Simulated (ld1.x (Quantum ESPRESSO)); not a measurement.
**Hg, TM: configuration errors across variants**

ld1.x (Quantum ESPRESSO) 7.5 input, shortened:

```
&input
   title='Hg', zed=80., rel=1, dft='PBE', iswitch=3,
   config='[Xe] 4f14 5d10 6s1.75 6p0.25'
 /
 &inputp
   pseudotype=2, tm=.true., lloc=1,
   nlcc=.false.
 /
3
6S  1  0   1.75   0.00  1.65  1.65  0.0
5D  3  2  10.00   0.00  2.20  2.20  0.0
5P  2  1   6.00   0.00  1.80  1.80  0.0
 &test
   configts(1)='5p6 5d10 6s1.75 6p0.25'
 /
```

Occupied shells without a wave of their own: 6p. They enter only through the test configuration that unscreens the potential.

All-electron excitation energies from the reference (eV): (1) 5p6 5d10 6s2 6p0 -1.456; (2) 5p6 5d10 6s1 6p0 9.232; (3) 5p6 5d10 6s0 6p0 28.207; (4) 5p6 5d9 6s2 6p1 8.916; (5) 5p6 5d10 6s0 6p1 16.642; (6) 5p6 5d8 6s0 6p0 113.490; (7) 5p5 5d10 6s2 6p0 71.818.

For the base: The 6p level has no wave, so the channel is fitted at the deeper level alone: the likely source of the large errors.

A true bound ghost makes a file unfit for plane-wave use even where its test errors are small: the radial tests pick states by their node count and pass the ghost by.

The file “base” misses its own reference levels by 0.3 eV. The file “wave 5p (bound): rc 1.80 bohr becomes 5p (bound): rc 1.94 bohr” misses its own reference levels by 0.3 eV. The file “wave 5p (bound): rc 1.80 bohr becomes 5p (bound): rc 2.10 bohr” misses its own reference levels by 0.3 eV.

Errors AE − PS in meV (a dash: test not solved or not reliable):

| change | (1) | (2) | (3) | (4) | (5) | (6) | (7) | bound ghosts |
| --- | --- | --- | --- | --- | --- | --- | --- | --- |
| base | -66 | -155 | -260 | +339 | +416 | -543 | -485 | s |
| wave 5p (bound): rc 1.80 bohr becomes 5p (bound): rc 1.20 bohr | -7.5 | -28 | -47 | -51 | +38 | -69 | -469 | s |
| wave 5p (bound): rc 1.80 bohr becomes 5p (bound): rc 1.60 bohr | -40 | -99 | -169 | +206 | +258 | -335 | -393 | s |
| wave 5p (bound): rc 1.80 bohr becomes 5p (bound): rc 1.72 bohr | -56 | -133 | -225 | +288 | +355 | -462 | -447 | s |
| wave 5p (bound): rc 1.80 bohr becomes 5p (bound): rc 1.94 bohr | -78 | -178 | -297 | +392 | +479 | -631 | -526 | s |
| wave 5p (bound): rc 1.80 bohr becomes 5p (bound): rc 2.10 bohr | -77 | -178 | -297 | +391 | +478 | -630 | -525 | s |
| wave 5p (bound): rc 1.80 bohr becomes 5p (bound): rc 2.30 bohr | -49 | -119 | -203 | +257 | +319 | -446 | -433 | s |
| wave 5p (bound): rc 1.80 bohr becomes 5p (bound): rc 2.44 bohr | -20 | -58 | -109 | +121 | +159 | -283 | -347 | s |
| wave 5p (bound): rc 1.80 bohr becomes 5p (bound): rc 2.66 bohr | +36 | +72 | +99 | -168 | -186 | +39 | -173 | s |

**Question.** Give the same row for: wave 5p (bound): rc 1.80 bohr becomes 5p (bound): rc 1.32 bohr.

**Answer.** -12, -36, -64, +23, +72, -107, -374; bound ghosts: s.
